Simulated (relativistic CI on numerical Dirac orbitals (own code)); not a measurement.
**Calculated levels, Lu VI**

Method of calculation: Dirac-Coulomb-Breit CI, KLI orbitals optimised for each configuration, QED by a radiative potential, valence Slater integrals scaled by 0.85, P86 correlation energy added to each configuration (own radial code, finite nucleus).

CI space (outside the closed core [Kr] 4d10): 4f12 5s2 5p6, 4f13 5s2 5p5, 4f14 5s2 5p4, 4f12 5s2 5p5 5d, 4f11 5s2 5p6 5d, 4f10 5s2 5p6 5d2, 4f11 5s2 5p6 6s, 4f13 5s2 5p4 5d, 4f12 5s 5p6 5d, 4f11 5s2 5p6 6p, 4f14 5p6, 4f12 5s2 5p5 5g, 4f12 5s2 5p5 6s, 4f13 5s 5p6, 4f14 5s 5p5, 4f11 5s2 5p6 6d, 4f11 5s2 5p6 7s, 4f10 5s2 5p6 6s 6p, 4f11 5s2 5p5 6s2, 4f13 5s2 5p4 6s, 4f12 5s 5p6 5f, 4f13 5s 5p5 6s, 4f13 5s2 5p4 5g, 4f11 5s2 5p6 8s, 4f13 5p6 5d, 4f13 5p6 6s. Levels of other configurations are missing.

The lowest level is 4f12 5s2 5p6 3H_6, with 99 % of that term; Hund's rules for 4f12 5s2 5p6 give 3H with J = 6, in agreement.

```
No.    Configuration  Term   J  E (cm⁻¹)    %  Landé g  Lifetime (s)
  1     4f12 5s2 5p6    3H   6       0.0   99    1.164              
  2     4f12 5s2 5p6    3F   4    6400.0   57    1.127      3.97e+04
  3     4f12 5s2 5p6    3H   5   10919.7  100    1.032      2.91e-02
  4     4f12 5s2 5p6    3H   4   16118.9   51    0.978      7.53e-02
  5     4f12 5s2 5p6    3F   3   18609.9  100    1.082      3.66e-02
  6     4f12 5s2 5p6    3F   2   18940.0   73    0.767      5.21e+02
  7     4f12 5s2 5p6    1G   4   26598.1   49    0.940      1.52e-02
  8     4f12 5s2 5p6    1D   2   35087.1   39    1.113      1.68e-02
  9     4f12 5s2 5p6    1I   6   41806.8   99    1.000      3.29e-02
 10     4f12 5s2 5p6    3P   0   44637.1   92               5.29e+00
 11     4f12 5s2 5p6    3P   1   46425.5  100    1.500      4.17e-02
 12     4f12 5s2 5p6    3P   2   48446.0   59    1.281      1.42e-02
 13     4f12 5s2 5p6    1S   0   90986.5   91               2.65e-03
 14     4f13 5s2 5p5    3F   4  122756.3   81    1.208      9.78e-04
 15     4f13 5s2 5p5    1F   3  123010.8   61    1.083      1.63e-03
 16     4f13 5s2 5p5    3G   5  125980.8  100    1.199      1.51e-03
 17     4f13 5s2 5p5    3F   3  132851.9   64    1.034      1.10e-03
 18     4f13 5s2 5p5    1D   2  135238.4   55    0.910      1.20e-03
 19     4f13 5s2 5p5    3D   2  137994.1   63    0.985      1.20e-03
 20     4f13 5s2 5p5    3G   4  143259.1   55    1.027      1.18e-03
 21     4f13 5s2 5p5    3D   1  144444.7  100    0.496      1.40e-03
 22     4f13 5s2 5p5    3D   3  189926.5   65    1.229      1.12e-04
 23     4f13 5s2 5p5    1G   4  192610.8   47    1.062      1.04e-04
 24     4f13 5s2 5p5    3G   3  198003.4   77    0.815      1.28e-04
 25     4f11(4I°) 5d   5G°   6  199317.8   73    1.293      7.78e-07
 26     4f11(4I°) 5d   5H°   7  200943.3   73    1.249      1.63e-06
 27     4f11(4I°) 5d   3L°   9  202648.8   47    1.133              
 28     4f11(4I°) 5d   5I°   8  204028.3   39    1.174              
 29     4f13 5s2 5p5    1D   2  204914.0   43    0.933      1.02e-04
 30     4f11(4I°) 5d   5L°  10  207505.7   95    1.194      6.23e-01
 31     4f11(4I°) 5d   5G°   5  208407.7   65    1.202      4.87e-08
 32     4f11(4I°) 5d   5K°   9  209707.2   73    1.191              
 33     4f11(4I°) 5d   5H°   6  209757.2   50    1.194      2.66e-08
 34     4f11(4I°) 5d   5I°   8  211176.1   45    1.147      6.02e-02
 35     4f11(4I°) 5d   5I°   7  211193.8   26    1.139      1.90e-08
 36     4f11(4I°) 5d   3K°   8  213314.6   43    1.084      4.53e-02
 37     4f11(4I°) 5d   5G°   4  214076.8   25    1.099      8.19e-07
 38     4f11(4I°) 5d   3G°   5  214502.0   52    1.118      7.11e-09
 39     4f11(4I°) 5d   3I°   7  214714.7   37    1.043      1.43e-08
 40     4f11(4I°) 5d   3H°   6  215462.4   36    1.058      9.55e-09
 41     4f11(4I°) 5d   3G°   5  217284.2   33    1.094      1.22e-08
 42     4f11(4I°) 5d   5G°   4  217291.4   30    1.136      1.95e-07
 43  4f11 5s2 5p6 5d   3F°   3  217300.1   21    0.971      3.20e-07
 44     4f11(4I°) 5d   5L°   7  217720.9   34    1.013      1.59e-08
 45     4f11(4I°) 5d   3G°   5  218040.4   38    1.122      7.97e-09
 46     4f11(4I°) 5d   5L°   6  218635.5   36    0.916      4.75e-08
 47     4f11(4I°) 5d   5L°   9  218719.1   66    1.128      2.10e-02
 48     4f11(4I°) 5d   3H°   6  219410.2   44    1.063      4.38e-09
 49     4f11(4I°) 5d   3H°   5  219587.3   37    1.097      1.69e-08
 50     4f11(4I°) 5d   3G°   4  220481.2   39    1.070      1.95e-08
 51     4f11(4I°) 5d   5K°   8  220547.9   57    1.126      2.18e-02
 52     4f11(4I°) 5d   3I°   6  220975.1   34    1.065      1.41e-08
 53     4f11(4I°) 5d   5I°   7  221711.9   50    1.118      3.46e-08
 54     4f11(4I°) 5d   5I°   4  221988.6   25    1.012      3.38e-08
 55     4f11(4I°) 5d   5K°   5  222522.2   40    0.966      1.74e-07
 56     4f11(2D°) 5d   3F°   2  222940.2   31    0.814      2.12e-07
 57     4f11(4F°) 5d   5D°   3  223004.7   24    1.118      2.52e-07
 58     4f11(4F°) 5d   5G°   6  223222.0   29    1.080      7.22e-08
 59     4f11(4I°) 5d   5G°   3  224046.8   44    0.845      9.50e-08
 60     4f11(4I°) 5d   3L°   8  224267.6   39    1.064      9.61e-02
 61     4f11(4I°) 5d   5H°   4  224299.5   25    1.003      1.21e-08
 62     4f11(2H°) 5d   3I°   7  224370.4   39    1.118      4.14e-08
 63     4f11(4I°) 5d   5I°   5  225516.4   25    1.013      2.26e-08
 64     4f11(4I°) 5d   5G°   2  226145.7   35    0.844      1.22e-07
 65     4f11(4S°) 5d   5D°   1  226272.6   58    1.197      3.29e-06
 66     4f11(2H°) 5d   3H°   6  226483.7   34    1.071      9.49e-09
 67     4f11(4S°) 5d   5D°   0  226722.6   75               3.89e-06
 68     4f11(4I°) 5d   3L°   7  227088.8   28    1.042      2.78e-07
 69     4f11(4S°) 5d   5D°   3  227187.4   35    1.244      3.13e-07
 70     4f11(4I°) 5d   3G°   4  227286.8   33    1.124      9.80e-09
```

Energies count from the lowest computed level; ° marks odd parity; lifetimes are radiative, by E1, M1, E2 decay to levels of this space only; some are left blank where a channel outside the calculation adds to the decay or the decay crosses a small, uncertain gap. Percentages are summed over parent terms; the parents shown are those of the largest component, closed shells are left out there.

The mean weight of the leading LS term, summed over parents, in these 70 levels is 53 %, and that of the leading jj configuration (from the same eigenvectors) 65 %, so jj coupling describes them better and the LS labels are nominal.

At this charge configurations can still be misplaced by up to about 7 % of their energy. Levels and lines within the n = 5 or 6 shells can be off by up to 10 % or somewhat more, and those that change n by about 2 %, since core polarisation is missing. Levels that differ in their count of f electrons can be misplaced by several ten thousand cm⁻¹, since the correlation energy of f electrons is missing or only estimated; rates across such gaps can be off by orders of magnitude.

LS names give the leading component of a level, which can be under half, so a name can repeat, a term be missing and a line seem to break the LS rules.
